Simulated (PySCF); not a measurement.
# Mayer bond orders and bond lengths

Species: C8H8SSi.
SMILES with atom numbers: `[CH:1]#[C:2][c:3]1[cH:4][cH:5][cH:6][cH:7][c:8]1[S:9][SiH3:10]` (hydrogens: H11 on C1; H12 on C4; H13 on C5; H14 on C6; H15 on C7; H16, H17, H18 on Si10)

Cartesian coordinates in Å at the GFN2-xTB level; atoms count from 1:
```
atom  x, y, z in Å
C1    -0.3535    3.1162   -0.3011
C2    -0.5512    1.9377   -0.1848
C3    -0.7805    0.5490   -0.0472
C4    -1.8336    0.0911    0.7450
C5    -2.0719   -1.2627    0.8794
C6    -1.2636   -2.1787    0.2243
C7    -0.2139   -1.7372   -0.5621
C8     0.0342   -0.3823   -0.6975
S9     1.3838    0.1566   -1.7340
Si10   2.8385    0.4707   -0.1917
H11   -0.1855    4.1461   -0.4087
H12   -2.4602    0.8141    1.2465
H13   -2.8908   -1.6062    1.4936
H14   -1.4503   -3.2375    0.3240
H15    0.4204   -2.4400   -1.0808
H16    4.0037    0.9001   -0.9426
H17    2.3284    1.4731    0.7344
H18    3.0373   -0.8038    0.4918
```

Bond orders from the PBE0/pcSseg-1 density (PySCF). Geometry: GFN2-xTB, one conformer, isolated molecule.

(1) How far do the computed orders between heavy atoms stray from the drawn ones?

(2) Set the Mayer orders of the bonds between heavy atoms beside their lengths.

Answers

(1) The largest departure is 0.677, at C1–C2 (drawn triple, 2.323), counting aromatic bonds as 1.5. Drawn single, order above 1.12: C8–S9 (1.146). Drawn double or triple, more than 0.30 short of the drawn order: C1–C2 (2.323). The bonds drawn aromatic range from 1.29 to 1.45.

(2) 
```csv
bond,drawn as,length (Å),Mayer order
C1–C2,triple,1.201,2.323
C2–C3,single,1.414,1.011
C3–C4,aromatic,1.395,1.415
C4–C5,aromatic,1.381,1.448
C5–C6,aromatic,1.386,1.415
C6–C7,aromatic,1.384,1.437
C7–C8,aromatic,1.384,1.400
C8–S9,single,1.785,1.146
S9–Si10,single,2.143,0.916
C8–C3,aromatic,1.398,1.287
```

Bonds between the same two heavy elements. C–C: lowest C2–C3 (1.011, 1.414 Å), highest C1–C2 (2.323, 1.201 Å).

Problem. And the bonds to hydrogen?

Solution. C–H: 0.96 to 1.16 (5 bonds); H–Si: 0.92 to 0.94 (3 bonds).

Problem. Sum the orders of all bonds at each heavy atom with more than one neighbour and set the sums beside the valence in the SMILES.

Solution. C1 3.478 (drawn 4), C2 3.334 (drawn 4), C3 3.713 (drawn 4), C4 3.834 (drawn 4), C5 3.826 (drawn 4), C6 3.818 (drawn 4), C7 3.795 (drawn 4), C8 3.833 (drawn 4), S9 2.062 (drawn 2), Si10 3.700 (drawn 4). Orders between atoms that aren't bonded are not in these sums.

The Mayer order sums products of elements of PS (density times overlap matrix) between the two atoms' basis functions, so it depends on the basis set.

These values come from a run that also computed NMR shieldings. The run took 46 s wall on Arm Neoverse V2, one thread, shared host with 192 logical CPUs at a one-minute load of 94, and the process peaked at 1.1 GiB of memory.
